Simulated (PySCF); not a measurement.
Species: C4H9BO2S.
Structure used (GFN2-xTB), in Å, numbered top down from 1:
```
atom  x, y, z in Å
C1     2.7331   -0.1276    0.5119
S2     1.2123    0.7690    0.9208
C3     0.2461    0.3431   -0.5931
C4    -1.1093    1.0413   -0.5421
C5    -1.9679    0.3765    0.5327
O6    -2.0071   -1.0288    0.3706
B7    -0.9831   -1.6645   -0.2191
O8     0.1263   -1.0403   -0.7084
H9     2.4694   -1.1468    0.2450
H10    3.3567   -0.1147    1.3992
H11    3.2390    0.3713   -0.3105
H12    0.8464    0.6954   -1.4417
H13   -0.9788    2.1006   -0.3257
H14   -1.5910    0.9248   -1.5165
H15   -1.5610    0.6012    1.5259
H16   -3.0008    0.7355    0.4822
H17   -1.0372   -2.8240   -0.3411
```

PySCF, density fitting, gas phase, GFN2-xTB geometry. The standard run uses grid level 2 after a coarse-grid start, the def2-universal JK fitting basis (with tight functions added where the orbital basis needs them), an energy threshold of 1e-9 Eh and DIIS. The changed runs have no coarse-grid stage.

Question: Standard PBE0/pcSseg-1: E = -730.840303 Eh, HOMO -6.674 eV, LUMO 0.473 eV, dipole 2.185 D, 14 cycles (coarse-grid cycles included). What changes at PBE0/pcSseg-1 with: grid level 3, damping 0.3 at the start, DIIS from the seventh cycle?

Answer: E = -730.840299 Eh (+0.004 mEh), HOMO -6.674 eV (0.000), LUMO 0.473 eV (0.000), dipole 2.185 D (0.000), 13 SCF cycles. The result matches the standard run within 0.02 mEh and 0.003 eV.

The cycles:
```
cycle   1  E = -730.7308607466  dE =  1.146e+00  |g| = 7.728e-01  |ddm| = 3.647e+00
cycle   2  E = -730.7874189020  dE = -5.656e-02  |g| = 5.557e-01  |ddm| = 8.109e-01
cycle   3  E = -730.8104011690  dE = -2.298e-02  |g| = 4.207e-01  |ddm| = 5.636e-01
cycle   4  E = -730.8227073566  dE = -1.231e-02  |g| = 3.199e-01  |ddm| = 4.256e-01
cycle   5  E = -730.8299382165  dE = -7.231e-03  |g| = 2.468e-01  |ddm| = 3.362e-01
cycle   6  E = -730.8155639883  dE =  1.437e-02  |g| = 3.771e-01  |ddm| = 3.743e-01
cycle   7  E = -730.7840906185  dE =  3.147e-02  |g| = 5.768e-01  |ddm| = 5.600e-01
cycle   8  E = -730.8402832960  dE = -5.619e-02  |g| = 9.118e-03  |ddm| = 3.260e-01
cycle   9  E = -730.8402894201  dE = -6.124e-06  |g| = 7.042e-03  |ddm| = 8.968e-03
cycle  10  E = -730.8402984466  dE = -9.027e-06  |g| = 9.456e-04  |ddm| = 4.635e-03
cycle  11  E = -730.8402986114  dE = -1.648e-07  |g| = 3.142e-04  |ddm| = 9.024e-04
cycle  12  E = -730.8402986335  dE = -2.218e-08  |g| = 4.757e-05  |ddm| = 2.989e-04
cycle  13  E = -730.8402986341  dE = -5.114e-10  |g| = 1.597e-05  |ddm| = 5.024e-05
```
